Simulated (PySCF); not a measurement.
C3H7ClO2S.
Numbering: `[CH3:1][CH:2]([CH3:3])[S:4](=[O:5])(=[O:6])[Cl:7]` (hydrogens: H8, H9, H10 on C1; H11 on C2; H12, H13, H14 on C3)

The same species was optimised twice, with GFN2-xTB and with PBE0-D3(BJ)/def2-SVP (PySCF), and the same property calculations (PySCF, gas phase) were run on both structures.

| coordinate | GFN2-xTB | PBE0-D3(BJ)/def2-SVP | change |
| --- | --- | --- | --- |
| S4–Cl7 (Å) | 2.038 | 2.110 | +0.072 |
| S4=O5 (Å) | 1.428 | 1.448 | +0.020 |
| S4=O6 (Å) | 1.428 | 1.448 | +0.020 |
| C1–C2 (Å) | 1.507 | 1.515 | +0.008 |
| C2–C3 (Å) | 1.506 | 1.514 | +0.008 |
| C2–S4 (Å) | 1.821 | 1.813 | -0.008 |
| C3–C2–S4 (°) | 106.4 | 110.4 | +4.0 |
| C1–C2–S4 (°) | 106.6 | 110.5 | +3.9 |
| O5–S4–O6 (°) | 118.4 | 121.6 | +3.2 |
| C2–S4–Cl7 (°) | 102.4 | 100.7 | -1.7 |
| C2–S4–O6 (°) | 111.0 | 109.4 | -1.6 |
| C2–S4–O5 (°) | 111.0 | 109.5 | -1.5 |
| O5–S4–Cl7 (°) | 106.3 | 106.8 | +0.5 |
| C1–C2–C3 (°) | 116.1 | 115.7 | -0.4 |
| C1–C2–S4–O5 (°) | 175 | 177 | +2 |

Rotational constants: A = 2184, B = 1710, C = 1582 MHz (GFN2-xTB) against A = 2095, B = 1648, C = 1513 MHz (PBE0-D3(BJ)/def2-SVP). Point groups within 0.08 Å: Cs and Cs.

On the GFN2-xTB structure: HOMO (eV) -8.98 [PBE0/pcSseg-1]; LUMO (eV) -1.32 [PBE0/pcSseg-1]; dipole (D) 4.54 [PBE0/pcSseg-1]; GIAO shielding of C1/C3 (mean) (ppm) 169.3 [PBE0/pcSseg-1]; GIAO shielding of C2 (ppm) 114.9 [PBE0/pcSseg-1]; GIAO shielding of S4 (ppm) 127.5 [PBE0/pcSseg-1]; GIAO shielding of O5/O6 (mean) (ppm) 42.2 [PBE0/pcSseg-1]; GIAO shielding of Cl7 (ppm) 455.1 [PBE0/pcSseg-1].

Problem. What do these properties become on the PBE0-D3(BJ)/def2-SVP structure?

Solution. 
```
                                    property          level  on GFN2-xTB  on PBE0-D3(BJ)/def2-SVP  change
                                   HOMO (eV)  PBE0/pcSseg-1        -8.98                    -9.06   -0.08
                                   LUMO (eV)  PBE0/pcSseg-1        -1.32                    -1.84   -0.52
                                  dipole (D)  PBE0/pcSseg-1         4.54                     4.50   -0.04
energy, GFN2-xTB geometry as zero (kcal/mol)  PBE0/pcSseg-1          0.0                     -4.4    -4.4
        GIAO shielding of C1/C3 (mean) (ppm)  PBE0/pcSseg-1        169.3                    166.8    -2.5
                  GIAO shielding of C2 (ppm)  PBE0/pcSseg-1        114.9                    111.7    -3.2
                  GIAO shielding of S4 (ppm)  PBE0/pcSseg-1        127.5                    103.1   -24.4
        GIAO shielding of O5/O6 (mean) (ppm)  PBE0/pcSseg-1         42.2                      9.7   -32.5
                 GIAO shielding of Cl7 (ppm)  PBE0/pcSseg-1        455.1                    386.7   -68.4
```

The heavy atoms differ by 0.050 Å rms after alignment. Among bonds between heavy atoms S4–Cl7 changes most (+0.072 Å). Changes are differences of the printed values. Neither structure is proved a minimum here.

Conformer computed: `[CH3:1][CH:2]([CH3:3])[S:4](=[O:5])(=[O:6])[Cl:7]`: C1–C2–S4–O5 177°.
